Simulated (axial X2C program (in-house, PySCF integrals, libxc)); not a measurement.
## Potential curves of BeNb, 2c

All values were computed with an in-house all-electron X2C program for linear molecules (integrals from PySCF). Two-component (2c) means X2C with spin–orbit coupling and atomic mean-field two-electron Coulomb and Gaunt terms. Basis: Nb dyall-cv3z [11s12p9d5f3g], Be dyall-cv3z [8s8p3d1f] (cores contracted in-house); Gaussian nuclei, density fitting, unrestricted open shells. Masses: Nb 92.906 u, Be 9.012 u.

State: Ω = 1/2 (⟨Sz⟩ = 2.50, ⟨Lz⟩ = -2.00 at HF). Energies in eV from the lowest point of each curve. Fits are polynomials in 1 − R0/R over 0.85 to 1.23 times the lowest point R0.

```tsv
R (Å)	MP2	BLYP	HF
2.2324	0.0556	0.1134	0.3975
2.3351	0.0011	0.0204	0.2075
2.4120	0.0000	0.0000	0.1131
2.4890	0.0223	0.0106	0.0513
2.5660	0.0614	0.0441	0.0159
2.6558	0.1215	0.1037	0.0000
2.7456	0.1918	0.1778	0.0039
2.8611	0.2898	0.2847	0.0271
3.0022	0.4111	0.4209	0.0683
3.2075	0.5703	0.6091	0.1312
```

Correlated methods: 15 electrons correlated (number of frozen shells: Nb 3 s, 2 p, 1 d; Be 1 s), 273 virtual spin orbitals or spinors in MP2.

The state is a single determinant with fixed occupations, the lowest that a limited PBE0 search found. Density functionals use the spin component along the axis (collinear). Other states lie close and PBE0, whose exact exchange favours high spin, may order them wrongly; the determinant shown need not be the ground state. The nearest other 2c determinant of the search, Ω = 9/2, lies 0.11 eV up at the distance of the search. Without a current term, density functionals place determinants with orbital angular momentum somewhat too high. With several unpaired electrons one determinant need not be a pure state. At some level and bond length an empty orbital lies below a filled one. The determinant is spin-polarised beyond a pure state at some levels (its spin-free form has ⟨S²⟩ too high), which makes Re and μ there less reliable. MP2 and coupled cluster on one determinant become unreliable at the stretched end.

(1) Fit the MP2 curve near its minimum: give the equilibrium distance and the harmonic wavenumber.

(2) What are Re and ωe at the BLYP level?

(3) Fit the HF curve near its minimum: give the equilibrium distance and the harmonic wavenumber.

## Answers

(1) At MP2, 2c: Re = 2.376 Å, ωe ≈ 389 cm⁻¹; Be follows as 0.364 cm⁻¹.

(2) At BLYP, 2c: Re = 2.421 Å, ωe ≈ 408 cm⁻¹; Be follows as 0.35 cm⁻¹.

(3) At HF, 2c: Re = 2.678 Å, ωe ≈ 270 cm⁻¹; Be follows as 0.286 cm⁻¹.
